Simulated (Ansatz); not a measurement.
Consider the ligand exchange at a Cd–C bond: `[CH3][Cd][OH]` + `O[SiH3]` → `[OH][Cd][O][SiH3]` + CH₄.

Gas-phase electronic energies from Ansatz, PBE0-D4/def2-TZVP geometries. CCSD(T)/CBS is the MP2 limit (def2-TZVPP, def2-QZVPP) plus CCSD(T) − MP2 in def2-TZVPP, frozen cores. This one scheme is used for every species. Functionals use def2-TZVPP. def2 core potentials past Kr. For Cd outer-core shells are correlated without core-valence functions, which leaves a few kJ/mol of doubt a bond. Each species was taken in one conformer, which may not be the lowest.

`[CH3][Cd][OH]`:

Cartesian coordinates in Å:
```
C -0.823 -0.211 -1.067
Cd 0.369 0.222 0.589
O 1.430 0.735 2.173
H -1.829 -0.478 -0.744
H -0.397 -1.046 -1.625
H -0.879 0.659 -1.723
H 2.130 0.118 2.397
```

`O[SiH3]`:

Cartesian coordinates in Å:
```
O 0.266 1.238 -0.196
Si 0.002 -0.385 -0.091
H -0.062 1.792 0.513
H 0.637 -0.967 1.124
H 0.608 -0.975 -1.306
H -1.451 -0.704 -0.044
```

`[OH][Cd][O][SiH3]`:

```xyz
8

O     1.853   -0.156   -2.918
Cd    0.677   -0.374   -1.375
O    -0.468   -0.787    0.152
Si   -0.845   -0.025    1.535
H     1.706    0.675   -3.376
H     0.353    0.191    2.402
H    -1.447    1.320    1.287
H    -1.829   -0.844    2.293
```

CH₄:

```xyz
5

C     0.000    0.000    0.000
H     0.810    0.524    0.506
H    -0.848   -0.099    0.677
H     0.341   -0.990   -0.302
H    -0.303    0.564   -0.881
```

| level | ΔE (eV) |
| --- | --- |
| LDA (SPW92) | -0.22 |
| CAM-B3LYP-D4 | -0.46 |
| PBE-QIDH | -0.39 |
| PBE0 | -0.35 |
| RPA@PBE/def2-TZVPP | -0.45 |
| CCSD/def2-TZVPP | -0.44 |
| SCS-MP2/def2-QZVPP | -0.44 |
| HF/CBS(def2) | -0.64 |

Question: What does CCSD(T)/CBS give? (Estimate.)

Answer: Computed: -0.42 eV. The listed levels differ from it by 0.20, -0.04, 0.03, 0.07, -0.03, -0.02, -0.02, -0.22 eV.

Largest T1 diagnostic among the species: 0.016.

In def2-TZVPP, CCSD(T) changes the Hartree–Fock value by +0.19 eV (the triples alone add +0.02 eV) and MP2 by +0.26 eV. From BLYP to BHLYP (50 % exact exchange), in def2-TZVPP and without D4, ΔE moves by −0.05 eV.
